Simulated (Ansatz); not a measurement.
Reaction (isomerisation): `C[Si]1([SiH3])BO1` → `OB[SiH]1C[SiH2]1`

Gas-phase electronic energies from Ansatz, PBE0-D4/def2-TZVP geometries. CBS: MP2 limit from def2 TZ/QZ plus the TZ coupled-cluster correction, frozen cores. DFT in def2-TZVPP. Each species was taken in one conformer, which may not be the lowest.

| level | ΔE (kcal/mol) |
| --- | --- |
| ωB97X-V | 16.5 |
| PBE0 | 14.1 |
| SCS-MP2/def2-QZVPP | 17.5 |
| MP2/CBS(def2) | 16.1 |

Question: What does CCSD(T)/CBS give? (Best estimate.)

Answer: The calculation gave: +16.0 kcal/mol. The listed levels differ from it by 0.5, -1.9, 1.5, 0.1 kcal/mol.

Largest T1 diagnostic among the species: 0.016.

In def2-TZVPP, CCSD(T) changes the Hartree–Fock value by −1.5 kcal/mol (the triples alone add −0.1 kcal/mol) and MP2 by −1.3 kcal/mol.
